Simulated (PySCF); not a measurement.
C2H10Si4, SMILES [SiH3][SiH2][Si@@H]1C=C[SiH2]1. Coordinates come from a PBE-D3(BJ)/def2-SVP optimisation. The structure was generated by enumeration; whether it is a known compound was not checked. One conformer was computed; it need not be the lowest.

Computed equilibrium geometry at PBE-D3(BJ)/def2-SVP (PySCF confirms it by a frequency run) as a Z-matrix (one conformer of several):
```
Si
H 1 1.5097
C 1 1.9058 2 116.10
C 3 1.3660 1 105.19 2 119.26
H 3 1.1068 4 123.72 1 -177.93
H 4 1.1068 3 123.42 5 -0.49
Si 4 1.9006 6 131.63 3 -179.55
H 7 1.5071 4 114.94 6 65.93
H 7 1.5079 8 108.00 4 131.26
Si 1 2.3506 2 109.88 3 -133.26
H 10 1.5081 1 108.62 2 177.56
H 10 1.5092 11 108.24 1 121.75
Si 10 2.3533 11 109.48 12 119.53
H 13 1.5059 10 111.79 11 -59.95
H 13 1.5061 14 108.66 10 121.35
H 13 1.5062 14 108.71 15 117.77
```
Charge 0, spin multiplicity 1.
